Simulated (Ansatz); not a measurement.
`[F][GeH2][SH]` + H₂ → `[F][GeH3]` + H₂S at 700 K and 1 bar (hydrogenolysis of a Ge–S bond).

Computed with Ansatz on PBE0-D4/def2-TZVP structures; ΔE is electronic, products minus reactants. CCSD(T)/CBS adds triple-zeta CCSD(T) − MP2 to the extrapolated MP2 energy (def2 sets, frozen cores). This one scheme is used for every species. For Ge outer-core shells are correlated without core-valence functions, which leaves a few kJ/mol of doubt a bond. Scalar relativity is left out up to krypton. One conformer a species, not always the lowest.

```
        species  CCSD(T)/CBS energy (Eh)  H − E (kJ/mol)  S (J/(mol·K))
`[F][GeH2][SH]`              -2575.53651           125.5          383.9
             H₂                 -1.17544            46.8          155.3
    `[F][GeH3]`              -2177.72589           105.3          308.2
            H₂S               -398.97279            64.8          236.9
```

H − E and S are ideal-gas, rigid-rotor, harmonic terms from PBE0-D4/def2-TZVP, for one conformer and one mirror image of each species. The MP2-based limit puts H₂ 0.8 mEh under its directly extrapolated value; such offsets cancel only in part. 1 Eh = 2625.50 kJ/mol, R = 8.31446 J/(mol·K).

Question: By hand: ΔE, ΔH, ΔS and ΔG.

Answer: ΔE = (-2177.72589) + (-398.97279) − (-2575.53651) − (-1.17544) = 0.01327 Eh = 34.8 kJ/mol. Δ(H − E) = 105.3 + 64.8 − 125.5 − 46.8 = -2.2, so ΔH = 32.6 kJ/mol. ΔS = 308.2 + 236.9 − 383.9 − 155.3 = 5.9 J/(mol·K). ΔG = 32.6 − 700 × (5.9)/1000 = 28.5 kJ/mol.

Question: By hand: the equilibrium constant, and the temperature at which ΔG would vanish if ΔH and ΔS stayed fixed.

Answer: log₁₀ K = −ΔG/(RT ln 10) = -2.1. ΔG = 0 at ΔH/ΔS = 5525 K, far beyond where these terms or the molecules hold.

The number of gas molecules stays the same, so ΔS is small and ΔH decides. A doubt of 5 kJ/mol in ΔE shifts log₁₀ K by 0.4 here. Other conformers and mirror images would add mixing entropy, several J/(mol·K) or more a flexible species. These are equilibria of isolated gas molecules and say nothing of rates. Largest T1 diagnostic: 0.012 (customary marks: 0.02 for closed shells, 0.045 for open ones).
